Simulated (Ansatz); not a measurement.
Reaction (formal exchange of groups at a B–O bond): `SB[O][AlH][Cl]` + `CC` → `CCBS` + `[OH][AlH][Cl]`

Computed with Ansatz on PBE0-D4/def2-TZVP structures; ΔE is electronic, products minus reactants. CBS: MP2 limit from def2 TZ/QZ plus the TZ coupled-cluster correction, frozen cores. This one scheme is used for every species. Functionals use def2-TZVPP. HSE06 is defined as in plane-wave codes. One conformer a species, not always the lowest.

| level | ΔE (eV) |
| --- | --- |
| HSE06-D4 | 1.25 |
| PBE0 | 1.26 |
| CCSD/def2-SVP | 1.48 |
| SCS-MP2/def2-TZVPP | 1.31 |

Question: What does CCSD(T)/CBS give? (Estimate.)

Answer: Ansatz gave: +1.27 eV. The listed levels differ from it by -0.02, -0.01, 0.21, 0.04 eV.

Question: What do rigid-rotor, harmonic-oscillator terms from PBE0-D4/def2-TZVP frequencies (298.15 K, 1 bar) make of the CCSD(T)/CBS value? (An estimate is asked.)

Answer: Computed: ΔZPE = -0.02 eV, ΔH = +1.23 eV, ΔS = 4 J/(mol·K), ΔG = +1.22 eV. Modes under 50 cm⁻¹ make the entropy rough.

Largest T1 diagnostic among the species: 0.013.

From PBE to PBE0 (25 % exact exchange), in def2-TZVPP and without D4, ΔE moves by +0.04 eV. At CCSD(T), def2-SVP lies +0.20 eV from the extrapolated value and def2-TZVPP +0.01 eV.
